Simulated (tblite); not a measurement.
A tight-binding relaxation on `O=C=Cc1ccco1`.

Computed with GFN2-xTB geometry optimisation, gas phase (tblite 0.8.0). Start geometry: from a force field or distance geometry. A driver script takes a list of jobs; this job's settings line and coordinates (Å) are shown.

Command:
```bash
OMP_NUM_THREADS=1 python probes_run.py task.json out
```

Input:
```
{"job": {"kind": "relax", "xc": "GFN2-xTB", "basis": "xTB"}, "charge": 0, "multiplicity": 1}
O      2.973500     2.008500    -0.043400
C      2.410300     0.910800    -0.082300
C      1.814800    -0.271400    -0.097600
C      0.345900    -0.204000    -0.125700
C     -0.542900    -0.362400     0.944500
C     -1.827000    -0.223800     0.408700
C     -1.659600     0.007100    -0.943500
O     -0.373900     0.000800    -1.161800
H      2.361100    -1.201000    -0.110200
H     -0.317900    -0.548600     1.975800
H     -2.776600    -0.277700     0.918300
H     -2.406500     0.161000    -1.708600
```

Question: Estimate the output.

Answer: 
```
step      E/eV     max force
  0    -624.18073    5.934
  1    -624.35768   11.708
  2    -624.58944    5.454
  3    -624.72301    1.422
  4    -624.74984    0.497
  5    -624.75564    0.280
  6    -624.76139    0.188
  7    -624.76280    0.123
  8    -624.76415    0.104
  9    -624.76572    0.171
... (67 lines left out)
 77    -624.99668    0.013
 78    -624.99669    0.012
 79    -624.99671    0.012
 80    -624.99673    0.013
 81    -624.99675    0.014
 82    -624.99677    0.014
 83    -624.99679    0.015
 84    -624.99681    0.013
 85    -624.99683    0.012
 86    -624.99684    0.009
```

«max force» is the largest atomic force in eV/Å.

Question: From which step on does the largest force stay under 0.1 eV/Å, and how much energy is left to gain from there?

Answer: From step 64 (0.085 eV/Å), 2.0 meV above the end.

Summary of the converged run: energy lowered by 18.8 kcal/mol over 86 steps; largest atomic force 0.009 eV/Å at the end.

On one thread, Arm Neoverse V1 (aarch64), on a shared host, this took 0.43 s of wall time.
Labels such as C1 count atoms from 1, the log's own numbers from 0.
